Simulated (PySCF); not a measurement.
Gas-phase reaction: 2 InH₂Cl + 2 H ⇌ 2 InH₃ + Cl₂

Energies from PySCF, thermal terms from the rigid-rotor harmonic-oscillator model, ideal gas at 1 bar. † marks an energy on the PBE0/def2-TZVP geometry and frequencies; other levels use their own. MP2 and CCSD(T) freeze the core. Open shells (unrestricted): H (multiplicity 2); the rest are closed-shell singlets. B3LYP is the form with VWN-RPA correlation. In: scalar-relativistic def2 core potential, no spin-orbit coupling. InH₂Cl, InH₃: computed as isolated molecules; such fragments, hydroxides, amides, oligomers or adducts are transient or little studied in the gas. MP2 isn't extrapolated to the basis-set limit; its ΔH°(298 K) is 56.6 kJ in def2-SVP and 27.4 kJ in def2-TZVPP. CCSD(T) isn't extrapolated to the basis-set limit; its ΔH°(298 K) is 11.5 kJ in def2-SVP and -16.3 kJ in def2-TZVPP. The harmonic model lacks anharmonicity and excited electronic states, which grow with temperature; levels with a mode under 35 cm⁻¹ are left out.

| level | ΔE electronic, kJ | ΔH°(298 K), kJ | ΔS°(298 K), J/K | ΔG°(2500 K), kJ |
|---|---|---|---|---|
| B3LYP/def2-TZVP† | -51 | -34 | -101 | 272 |
| CCSD(T)/def2-SVP† | -6 | 12 | -101 | 317 |
| CCSD(T)/def2-TZVPP† | -33 | -16 | -101 | 289 |
| MP2/def2-TZVPP† | 10 | 27 | -101 | 333 |
| PBE/def2-SVP | -17 | -1 | -100 | 299 |
ΔH° is lowest at B3LYP/def2-TZVP† and highest at MP2/def2-TZVPP†. No reference value is set beside these.
